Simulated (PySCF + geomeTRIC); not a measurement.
These are PBE0-D3(BJ)/def2-TZVP run with PySCF + geomeTRIC values and carry that method's errors. fastk is a local helper that only speeds up exchange builds. No frequencies were computed at this level.

```python
import json, numpy as np
from pyscf import gto, dft
from fastk import lowrank_exchange
atoms = """
C      1.667580    -0.381743     0.073825
C      0.493343    -0.168222    -0.008242
C     -0.918637     0.144919    -0.098695
F     -1.141574     1.495060     0.056524
H      2.692894    -0.592889     0.141670
H     -1.314051    -0.132627    -1.083927
H     -1.479555    -0.364498     0.694998
"""
def scf(charge, spin, dm0=None):
    mol = gto.M(atom=atoms, basis='def2-tzvp', ecp={}, charge=charge, spin=spin, verbose=3, max_memory=3780)
    mf = dft.KS(mol, xc='pbe0').density_fit(auxbasis="def2-universal-jkfit")
    mf.disp = 'd3bj'
    mf.grids.level = 3
    mf.conv_tol = 1e-8
    mf.max_cycle = 60
    mf.kernel(dm0)
    if not mf.converged:
        mf = mf.newton().run(mf.mo_coeff, mf.mo_occ).undo_soscf()
    return mf
mf = scf(0, 0)
from pyscf.geomopt.geometric_solver import kernel as optimize
path = []
done, mol = optimize(mf, maxsteps=80, assert_convergence=False, callback=lambda env: path.append((env["energy"], bool(env["g_scanner"].converged))))
res = dict(converged=bool(done and path[-1][1]), energy=path[-1][0], path=[e for e, c in path], xyz=mol.atom_coords(unit="Angstrom").tolist(), nao=mol.nao)
json.dump(res, open("result.json", "w"))
```

Output:

```
converged SCF energy = -215.728869897613
Geometry optimization cycle 1
converged SCF energy = -215.728869897614
cycle 1: E = -215.728869898  dE = -215.729  norm(grad) = 0.0174655
Geometry optimization cycle 2
converged SCF energy = -215.729267534361
cycle 2: E = -215.729267534  dE = -0.000397637  norm(grad) = 0.00396302
Geometry optimization cycle 3
converged SCF energy = -215.729299702883
cycle 3: E = -215.729299703  dE = -3.21685e-05  norm(grad) = 0.00232801
Geometry optimization cycle 4
converged SCF energy = -215.729329609913
cycle 4: E = -215.72932961  dE = -2.9907e-05  norm(grad) = 0.00129087
Geometry optimization cycle 5
converged SCF energy = -215.729335498533
cycle 5: E = -215.729335499  dE = -5.88862e-06  norm(grad) = 0.00068223
Geometry optimization cycle 6
converged SCF energy = -215.72933610672
cycle 6: E = -215.729336107  dE = -6.08187e-07  norm(grad) = 0.000197947
<class 'geometric.internal.Distance'> : 6
<class 'geometric.internal.Angle'> : 6
<class 'geometric.internal.LinearAngle'> : 4
<class 'geometric.internal.TranslationX'> : 1
<class 'geometric.internal.TranslationY'> : 1
<class 'geometric.internal.TranslationZ'> : 1
<class 'geometric.internal.RotationA'> : 1
<class 'geometric.internal.RotationB'> : 1
<class 'geometric.internal.RotationC'> : 1
Step    0 : Gradient = 6.601e-03/1.270e-02 (rms/max) Energy = -215.7288698976
Step    1 : Displace = 1.433e-02/1.748e-02 (rms/max) Trust = 1.000e-01 (=) Grad = 1.498e-03/2.591e-03 (rms/max) E (change) = -215.7292675344 (-3.976e-04) Quality = 0.923
Step    2 : Displace = 3.228e-03/6.022e-03 (rms/max) Trust = 1.414e-01 (+) Grad = 8.799e-04/1.654e-03 (rms/max) E (change) = -215.7292997029 (-3.217e-05) Quality = 1.511
Step    3 : Displace = 7.216e-03/1.283e-02 (rms/max) Trust = 2.000e-01 (+) Grad = 4.879e-04/8.155e-04 (rms/max) E (change) = -215.7293296099 (-2.991e-05) Quality = 1.264
Step    4 : Displace = 3.868e-03/5.732e-03 (rms/max) Trust = 2.828e-01 (+) Grad = 2.579e-04/4.880e-04 (rms/max) E (change) = -215.7293354985 (-5.889e-06) Quality = 1.199
Step    5 : Displace = 8.465e-04/1.255e-03 (rms/max) Trust = 3.000e-01 (+) Grad = 7.482e-05/1.338e-04 (rms/max) E (change) = -215.7293361067 (-6.082e-07) Quality = 0.971
Converged! =D
```

Cost: very roughly 50 core-seconds.
